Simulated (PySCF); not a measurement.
pent-1-en-4-yne (C5H6), SMILES C(=C)CC#C.

Geometry optimised at B3LYP-D3(BJ)/def2-SVP. Other conformers were not sampled.

Two levels are set side by side: PBE/def2-TZVP (PySCF) and CAM-B3LYP/def2-TZVP (PySCF). Same geometry, gas phase. Differences are taken from unrounded values.

```tsv
quantity	CAM-B3LYP
orbital gap (eV)	10.08
highest occupied level (eV)	-8.93
lowest empty level (eV)	1.15
dipole moment (D)	0.58
mean polarisability (bohr³)	57.4
```

### Question
What does PBE give, and how far is it from CAM-B3LYP? (Estimate from the structure and the level; the computed values follow.)

### Answer

```tsv
quantity	PBE	PBE minus CAM-B3LYP
orbital gap (eV)	5.38	-4.70
highest occupied level (eV)	-6.43	2.50
lowest empty level (eV)	-1.05	-2.20
dipole moment (D)	0.61	0.03
mean polarisability (bohr³)	59.2	1.8
```

PBE's occupied levels lie high since its potential decays too fast outside the molecule; exact exchange lowers them and widens the gap. Loosely held outer electrons make PBE densities more polarisable. Differences between two approximate levels are no errors against the true value.

Rough cost on one machine, each run with all the roots and properties that it gave: CAM-B3LYP against PBE within a factor of 2.
